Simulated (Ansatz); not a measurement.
## Match the barriers

Saddle point of SiAsH7O, closed shell (SiAsH₅O ([O][SiH2][AsH3]) + H₂ → SiAsH₅O ([OH][SiH2][AsH2]) + H₂; bonds formed: H2–H6, O5–H8; bonds broken: H2–H8, H6–As7), PBE0-D4/def2-TZVP structure:

Si1  (-1.197, 0.542, 0.496)
H2  (2.003, 0.965, 0.106)
H3  (-2.239, 0.876, -0.514)
H4  (-1.831, -0.195, 1.624)
O5  (-0.063, 1.584, 0.801)
H6  (1.500, -0.080, -0.318)
As7  (0.228, -1.101, -0.593)
H8  (1.194, 1.291, 0.420)
H9  (0.392, -2.458, 0.018)
H10  (0.013, -1.425, -2.039)
(Å)

Ansatz 0.2.0; basis: def2-TZVPP, with def2-QZVPP for the basis limit; cores frozen in the correlated methods. Filled d shells of the heavier atoms are correlated. The def2 sets are not built for correlating such inner shells, so the correlated values are less sure here. Extrapolation: Hartree–Fock as exp(−7.88 √X), correlation as X^−2.97. Four methods, as single points on the PBE0-D4 structures, gave these electronic barriers from the start structure: 0.735, 0.822, 1.167, 1.650 eV.

The methods were, in alphabetical order, CCSD(T), HF, PBE-D4, PBE0-D4. Which gave which? (Judge from chemistry; the calculation decides.)

The calculation gives: PBE-D4 0.735; PBE0-D4 0.822; CCSD(T) 1.167; HF 1.650 eV. For comparison, CCSD(T) at an estimated basis limit (MP2 extrapolated from triple and quadruple zeta, plus CCSD(T) − MP2 in triple zeta) gives 1.127 eV.

The T1 diagnostic stays at or below 0.016.

Labels in which every atom is bracketed show which atoms are joined, not bond orders.

For scale, one of the runs: CCSD(T)/def2-TZVPP, 219 basis functions, launched by `ansatz run in.yaml --threads 4 --pin off --events-out ev --progress --plain --max-ram 9574MiB`. Hardware: 4 CPU threads of an Arm Neoverse V1, shared host. Wall time 87 s; peak host memory 3.2 GiB.
